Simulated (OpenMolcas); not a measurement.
# Al2+: RASPT2 settings compared

| Item | Value |
| --- | --- |
| Program | OpenMolcas |
| Basis | ANO-RCC-VQZP [6s5p3d2f1g] |
| Scalar Hamiltonian | DKH2, point nucleus |
| Active space | 1 electron in 9 orbitals (RAS2 3s 3p; RAS3 3d, at most 1 electron) |
| State averaging | 2S+1 = 2 even, 1 root; 2S+1 = 2 odd, 3 roots |
| Spin-orbit coupling | state interaction with AMFI integrals over the reference wave functions, term energies averaged over their components |

Methods on the same reference wave functions:
A. RASSCF
B. SS-RASPT2, IPEA 0.5 Eh, imaginary shift 0.05 Eh (closed shells correlated: 2s 2p)
C. SS-RASPT2, IPEA 0.4 Eh, no level shift (closed shells correlated: 2s 2p)
D. XMS-RASPT2, IPEA 0.5 Eh, real shift 0.2 Eh (closed shells correlated: 2s 2p)

Energies in cm-1 above 3s 2S 1/2, the measured ground level; measured values from NIST levels in Kelleher and Podobedova, J. Phys. Chem. Ref. Data 37, 709 (2008).

| Level | A | B | C | D | Measured |
| --- | --- | --- | --- | --- | --- |
| 3s 2S 1/2 | 0.0 | 0.0 | 0.0 | 0.0 | 0.0 |
| 3p 2P* 1/2 | 52823 | 53577 | 53582 | 53516 | 53683 |
| 3p 2P* 3/2 | 53014 | 53768 | 53772 | 53707 | 53917 |

Deviations, from unrounded energies. A percentage is the sum of absolute deviations over the sum of measured energies, with the sign that they share, or ± where signs differ.

```tsv
Against measurement	Levels	A	B	C	D
mean absolute deviation (cm-1)	2	880	130	120	190
other configurations (%)	2	-1.6	-0.2	-0.2	-0.3
```

B, C lie about equally close to measurement and A furthest from it. The largest miss of C in the table is 3p 2P* 3/2, by -140 cm-1. The ranking rests on the paired levels alone, and a cruder setting can come out closer through cancelling errors.

Among B to D the level of the table that moves most is 3p 2P* 1/2, by 65 cm-1 (lowest in D, highest in C).

The lowest spin-free term lies below A's lowest term by 0.222 hartree in B, 0.222 hartree in C, 0.222 hartree in D.

With one active electron outside closed inactive shells, the extra shells (3d) add no correlation to the reference. With one active electron the reference holds no correlation, so core polarisation is missing (holds for A). With one active electron, CASPT2 adds the correlation within the correlated inactive shells and between them and that electron, and leaves the splitting within a term as the reference gives it (holds for B; C; D). Computed and measured levels are paired by configuration, term and J; levels that our copy of the source lacks, or whose pairing is in doubt (as where it misses far off the trend of its configuration), stay unpaired and out of the deviations. Only configurations of the active space appear.

* marks odd parity.
